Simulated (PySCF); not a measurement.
FH7N2Si2. Atoms are numbered in the order given.

```xyz
12

Si     1.3717    -0.1975    -0.9374
F      2.2975    -0.6344     0.3521
N     -0.3155    -0.4809    -0.6720
Si    -1.4785     0.5831     0.1352
N     -1.8007     0.3521     1.8276
H      1.5806     1.2706    -1.1359
H      1.8426    -1.0338    -2.0888
H     -0.6320    -1.4422    -0.8435
H     -2.8042     0.4005    -0.5459
H     -0.8927     1.9522    -0.0403
H     -2.4195    -0.4080     2.1201
H     -1.0430     0.4724     2.5053
```
Charge 0, spin multiplicity 1.

Geometry optimised at PBE-D3(BJ)/def2-SVP. This is a generated structure with no PubChem entry under its InChIKey; it may be hypothetical. The values are those of a single conformer.

Level of theory: B3LYP/pcSseg-1 (PySCF).

GIAO shieldings, no solvent; atoms listed in one row are averaged. δ = σ(ref) − σ: ²⁹Si against TMS (σ = 338.7 ppm); ¹⁹F against CFCl3 (σ = 161.7 ppm); ¹⁵N against NH3 (σ = 265.5 ppm); ¹H against TMS (σ = 31.68 ppm), references at their B3LYP-D3(BJ)/def2-TZVP geometries, non-relativistic.

Computed chemical shifts:
| nucleus | atoms | count | δ (ppm) |
|---|---|---|---|
| ²⁹Si | Si1 | 1 | -23.6 |
| ²⁹Si | Si4 | 1 | -39.3 |
| ¹⁹F | F2 | 1 | -163.1 |
| ¹⁵N | N3 | 1 | 84.8 |
| ¹⁵N | N5 | 1 | 44.1 |
| ¹H | H6, H7 | 2 | 5.22 |
| ¹H | H9, H10 | 2 | 4.97 |
| ¹H | H8 | 1 | 2.33 |
| ¹H | H11 | 1 | 1.57 |
| ¹H | H12 | 1 | 1.30 |
